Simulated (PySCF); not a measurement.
W(O)(S)(Br)(SH) (BrHOS2W), SMILES [O]=[W](=[S])([SH])[Br], multiplicity 1. Coordinates come from a B3LYP-D3(BJ)/def2-SVP optimisation. The multiplicity is an assumed one; other spin states were not compared. The def2 effective core potentials stand for the cores of W; spin–orbit coupling is left out. The values are those of a single conformer.

Computed with B3LYP-D3(BJ)/def2-SVP (PySCF).

Harmonic wavenumbers (cm⁻¹): 96, 117, 129, 199, 247, 289, 301, 393, 547, 659, 1012, 2637. Rotational constants (GHz): 1.641, 0.8608, 0.7275; symmetry number 1.

Problem. Work out the zero-point energy and the ideal-gas rigid-rotor harmonic-oscillator thermochemistry at 298.15 K and 1 atm.

Solution. ZPE = ½ Σ hcν = ½ × 6625 cm⁻¹ = 39.62 kJ/mol. H − E(el) = 61.90 kJ/mol. Entropy in J/(mol K): translation 181.62, rotation 126.05, vibration 77.13, total 384.80. G − E(el) = -52.83 kJ/mol. Cp = 103.11 J/(mol K). Modes under 150 cm⁻¹ make the vibrational entropy uncertain.
